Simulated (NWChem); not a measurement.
System: SiHBrF2; SMILES F[SiH](F)Br

The following NWChem deck was run.

```
start job
memory heap 200 mb stack 900 mb global 1100 mb
geometry units angstroms noautosym nocenter noautoz
  Si     0.372181     0.928584     0.000000
  F     -0.299977     1.589383    -1.288111
  F     -0.299977     1.589383     1.288111
  Br    -0.034359    -1.241447     0.000000
  H      1.819240     1.181372     0.000000
end
basis spherical
  Si library 6-31g*
  F library 6-31g*
  Br library 6-31g*
  H library 6-31g*
end
dft
  xc hfexch
  iterations 150
end
property
  shielding 4 1 2 4 5
  efieldgrad
end
task dft property
```

Coordinates come from a B3LYP/6-31G* (spherical d) optimisation.

GIAO values for the isolated, static molecule; σ is the absolute isotropic shielding, δ = σ(reference) − σ with the isolated reference molecule computed at the same levels (19F: trichlorofluoromethane, 1H: tetramethylsilane, 29Si: tetramethylsilane). Spin-orbit effects, on the heavy nuclei and on their neighbours, are missing.

Atoms are numbered as in the input.

### Question
Give the results of this calculation. (Hartree-Fock/6-31G* (spherical d), GIAO.) Quantities: δ Si1 (ppm); δ F2 (ppm); σ Br4 (ppm); δ H5 (ppm).

### Answer
```yaml
"δ Si1 (ppm)": -20.5
"δ F2 (ppm)": -88.5
"σ Br4 (ppm)": 2706.1
"δ H5 (ppm)": 5.60
```
